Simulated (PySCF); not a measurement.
Cr(O)(OH)4 (CrH₄O₅), SMILES [O]=[Cr]([OH])([OH])([OH])[OH], multiplicity 1. Atoms are numbered in the order given.

```xyz
10

Cr    -0.0999     0.1247     0.0000
O     -0.3308     1.6583     0.0000
O      0.6073    -1.6031     0.0000
H      1.5751    -1.6416     0.0000
O     -0.9574    -0.2850    -1.4615
H     -0.7126    -1.2098    -1.6507
O      1.6898     0.4695     0.0000
H      1.8363     1.4301     0.0000
O     -0.9574    -0.2850     1.4615
H     -0.7126    -1.2098     1.6507
```
Charge 0, spin multiplicity 1.

Coordinates come from a B3LYP-D3(BJ)/def2-SVP optimisation. The spin state was assumed, not searched. The values are those of a single conformer.

Two levels are set side by side: PBE/pcSseg-1 (PySCF) and PBE0/pcSseg-1 (PySCF). GIAO shifts against H2O (¹⁷O), TMS (¹H) at the same level; non-relativistic, no solvent, atoms listed together averaged. Differences are taken from unrounded values.

| quantity | PBE0 |
|---|---|
| δ(¹⁷O) of O2 (ppm) | 1437.4 |

**Question.** What does PBE give, and how far is it from PBE0? (An estimate is asked for; the answer gives what the named calculation found.)

**Answer.** 
```json
[
 {"quantity": "δ(¹⁷O) of O2 (ppm)", "PBE": "1158.7", "PBE minus PBE0": "-278.7"}
]
```

Rough cost on one machine, each run with all the roots and properties that it gave: PBE0 against PBE within a factor of 2.
